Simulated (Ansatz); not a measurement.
`BBO[SiH](C)F` + `C#N` → `C[SiH](F)C#N` + `BBO` at 500 K and 1 bar (formal exchange of groups at the Si–O bond).

Gas-phase electronic energies from Ansatz, PBE0-D4/def2-TZVP geometries. CCSD(T)/CBS adds triple-zeta CCSD(T) − MP2 to the extrapolated MP2 energy (def2 sets, frozen cores). This one scheme is used for every species. Each species was taken in one conformer, which may not be the lowest.

```tsv
species	CCSD(T)/CBS energy (Eh)	H − E (kJ/mol)	S (J/(mol·K))
`BBO[SiH](C)F`	-556.02948	284.7	474.3
`C#N`	-93.32098	60.1	220.8
`C[SiH](F)C#N`	-522.15876	192.8	392.1
`BBO`	-127.16606	153.7	310.2
```

H − E and S are ideal-gas, rigid-rotor, harmonic terms from PBE0-D4/def2-TZVP, for one conformer and one mirror image of each species. 1 Eh = 2625.50 kJ/mol, R = 8.31446 J/(mol·K).

Question: By hand: ΔE, ΔH, ΔS and ΔG.

Answer: ΔE = (-522.15876) + (-127.16606) − (-556.02948) − (-93.32098) = 0.02564 Eh = 67.3 kJ/mol. Δ(H − E) = 192.8 + 153.7 − 284.7 − 60.1 = 1.7, so ΔH = 69.0 kJ/mol. ΔS = 392.1 + 310.2 − 474.3 − 220.8 = 7.2 J/(mol·K). ΔG = 69.0 − 500 × (7.2)/1000 = 65.4 kJ/mol.

Question: By hand: the equilibrium constant, and the temperature at which ΔG would vanish if ΔH and ΔS stayed fixed.

Answer: log₁₀ K = −ΔG/(RT ln 10) = -6.8. ΔG = 0 at ΔH/ΔS = 9583 K, far beyond where these terms or the molecules hold.

The number of gas molecules stays the same, so ΔS is small and ΔH decides. A doubt of 5 kJ/mol in ΔE shifts log₁₀ K by 0.5 here. Other conformers and mirror images would add mixing entropy, several J/(mol·K) or more a flexible species. Modes under 60 cm⁻¹, often nearly free rotors, make the harmonic entropy too high. These are equilibria of isolated gas molecules and say nothing of rates. Largest T1 diagnostic: 0.014 (customary marks: 0.02 for closed shells, 0.045 for open ones).
